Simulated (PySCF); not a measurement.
# Two-component Hartree-Fock for Tm⁵²⁺ (thulium, charge +52)

Start: [Ne] 3s2 3p5; 3p1/2 filled at m_j = -1/2, +1/2; 3p3/2 filled at m_j = -1/2, +1/2, +3/2. Calculated with PySCF 2.14 in an uncontracted even-tempered set (18 s from 14 bohr⁻², ratio 2.4; 14 p from 18 bohr⁻², ratio 2.4; 4 d from 68 bohr⁻², ratio 2.6; 4 f from 100 bohr⁻², ratio 2.6): generalised Hartree-Fock with the X2C-1e Hamiltonian and a Gaussian nucleus; one run each with spin-orbit coupling (SO) switched off, then screened by Boettger's factors.

| spinor shell | electrons | ε, spin-free (eV) | ε, screened SO (eV) | weight of nominal j (screened SO) | rms radius, screened SO (bohr) |
| --- | --- | --- | --- | --- | --- |
| 1s1/2 | 2 | -63374.4 | -63358.0 | 1.000 | 0.0227 |
| 2s1/2 | 2 | -13749.6 | -13743.8 | 1.000 | 0.0906 |
| 2p1/2 | 2 | -12571.8 | -13281.3 | 1.000 | 0.0772 |
| 3s1/2 | 2 | -5367.7 | -5365.6 | 1.000 | 0.219 |
| 3p1/2 | 2 | -5006.0 | -5183.9 | 1.000 | 0.208 |
| 3p3/2 | 3 | -5006.0 | -4929.8 | 1.000 | 0.219 |

Where does 2p3/2 lie, and what is the 2p spin-orbit splitting (screened SO)?

At -12273.2 eV, 1008.0 eV above 2p1/2.

```csv
quantity,spin-free,screened SO
E (hartree),-10874.68171,-10889.11882
M_J,3/2,3/2
⟨J²⟩,3.750,3.750
⟨L²⟩,2.000,2.034
⟨S²⟩,0.750,0.784
```

Each row is a mean over spinors that exchange with the open shell spreads, by up to 25.875 eV (3s1/2).

Breit and QED terms are absent; they matter most for the inner s and p1/2 levels.

Densities and radii are taken from the X2C orbitals without a picture-change correction, which distorts them close to the nucleus.

Without spin-orbit coupling the j labels of p, d and f shells carry no meaning; the spin-free column gives the mean over the occupied spinors of each nl shell.
